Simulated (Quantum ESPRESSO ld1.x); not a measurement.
Results of a calculation; reference values are marked as such.
Task: Xe3+, 51 electrons, occupied as [Kr] 4d10 5s2 5p3 (the NIST ground configuration). Code: ld1.x of Quantum ESPRESSO 7.5. Model: Dirac Kohn-Sham, LDA (Slater exchange, VWN5 correlation), spin-unpolarised, spherical densities, point nucleus; open shells fill j = l - 1/2 first. Some entries of the table are withheld. Estimate them.

orbital  occ.  eigenvalue (hartree)  r(max) (bohr)
1s1/2       2              -1262.11        0.01717
2s1/2       2              -197.441        0.09719
2p1/2       2              -185.663        0.07439
2p3/2       4              -173.748        0.07928
3s1/2       2              -41.3532         0.2795
3p1/2       2              -36.4488         0.2658
3p3/2       4              -34.1866         0.2767
3d3/2       4                   (1)            (2)
3d5/2       6                   (3)            (4)
4s1/2       2              -8.45894            (5)
4p1/2       2              -6.72057         0.6764
4p3/2       4              -6.26434         0.7010
4d3/2       4              -3.44619         0.7428
4d5/2       6              -3.37227         0.7513
5s1/2       2              -1.85014          1.579
5p1/2       2              -1.40515          1.748
5p3/2       1              -1.34121          1.814

Result: 
(1) 3d3/2 eigenvalue (hartree): -25.5243
(2) 3d3/2 r(max) (bohr): 0.2239
(3) 3d5/2 eigenvalue (hartree): -25.0456
(4) 3d5/2 r(max) (bohr): 0.2270
(5) 4s1/2 r(max) (bohr): 0.6610
